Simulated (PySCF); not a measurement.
Al(H)(OH)(SeH) (AlH3OSe), SMILES [AlH]([OH])[SeH].

The structure is a stationary point at PBE-D3(BJ)/def2-TZVP. Other conformers were not sampled.

The numbers are results of HF/def2-TZVPD run with PySCF, not measurements.

The molecule is in vacuum.

**Question.** Estimate the frontier levels, gap, dipole moment and polarisability. (Estimate from the structure and the level; the computed values follow.)

**Answer.** 
```json
{
 "highest_occupied_level": "-9.77 eV",
 "lowest_empty_level": "1.04 eV",
 "orbital_gap": "10.81 eV",
 "dipole_moment": "1.94 D",
 "quadrupole, principal values (traceless, Buckingham form, about the centre of nuclear charge)": "-5.02, -0.25, 5.27 D·Å",
 "mean_static_polarisability": "56.4 bohr³ (8.36 Å³)",
 "polarisability_principal_values": "49.0, 53.2, 67.0 bohr³"
}
```
